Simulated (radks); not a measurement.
Task: The table gives one normalised radial function P(r) = r R(r) of Cl16+ in 1s1 (r in bohr). Calculated with a radial shooting solver on a logarithmic mesh with Libxc functionals: scalar-relativistic Kohn-Sham, PBEsol, spin-polarised, spherical densities, finite nucleus; open shells are filled with parallel spins first; Fermi nuclear charge, rms radius 3.3654 fm.

| r | P |
|---|---|
| 0.005839 | 0.7558 |
| 0.007306 | 0.9206 |
| 0.009213 | 1.1219 |
| 0.01153 | 1.3470 |
| 0.01442 | 1.6014 |
| 0.01819 | 1.8907 |
| 0.02275 | 2.1847 |
| 0.02846 | 2.4756 |
| 0.0359 | 2.7461 |
| 0.04491 | 2.9420 |
| 0.05618 | 3.0332 |
| 0.07085 | 2.9756 |
| 0.08864 | 2.7472 |
| 0.1109 | 2.3518 |
| 0.1399 | 1.8120 |
| 0.175 | 1.2488 |
| 0.2189 | 0.7422 |
| 0.2761 | 0.3559 |
| 0.3454 | 0.1381 |

Which n and l does it have? It may be an empty orbital.

Result: n = 1, l = 0: the number of nodes gives n - l - 1 = 0, the rise at small r (about r^(l+1)) gives l, and the extent must fit the shell. The curve is that of 1s up; the table hardly tells the two spins apart. 1s up: eigenvalue -3832.8 eV, 0 radial nodes, <r> = 0.0880 bohr, 90 % of the charge inside 0.156 bohr.
